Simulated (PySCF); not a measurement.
C₆ coefficients of unlike pairs at BP86

Calculated with PySCF 2.14 from the dipole response of each species, C₆(A,B) = (3/π) ∫ α_A(iu) α_B(iu) du, in atomic units, from isotropic polarisabilities. For ions this is the dispersion term alone; charge-induced terms of lower order in 1/R come first.

```
species           configuration                                                                                      basis      relativity  α (bohr³)  C₆ (like pair)
     B⁺           [He] 2s2 (1S)             x2c-QZVPPall with one added diffuse shell each of s, p, d, f type (8s5p4d3f1g)   spin-free X2C      10.71           29.15
   Ar²⁺       [Ne] 3s2 3p4 (3P)            aug-cc-pCVTZ-DK with one added diffuse shell each of s, p, d, f type (9s8p6d4f)   spin-free X2C      4.807           16.90
     Ir  [Xe] 4f14 5d7 6s2 (4F)                       def2-QZVPPD with the def2 core potential (60 electrons) (7s5p4d4f2g)  core potential      47.47           516.8
   Se³⁺  [Ar] 3d10 4s2 4p1 (2P)  aug-cc-pVTZ-PP with one added diffuse shell each of s, d, f type with ECP10MDF (7s5p5d3f)  core potential      6.462           21.81
```

Question: Estimate C₆ for Se³⁺ with Ar²⁺.

Answer: The integral gives 18.96. The combination rule 2 C_A C_B / (C_A α_B/α_A + C_B α_A/α_B) gives 18.93 and the geometric mean 19.20.

No spin-orbit coupling is included.

The other pairs:

```json
{"pair": "Ir, B⁺", "C₆": "122.3"}
{"pair": "Se³⁺, B⁺", "C₆": "23.79"}
{"pair": "Ar²⁺, B⁺", "C₆": "19.66"}
{"pair": "Ir, Ar²⁺", "C₆": "84.66"}
{"pair": "Se³⁺, Ir", "C₆": "101.2"}
```
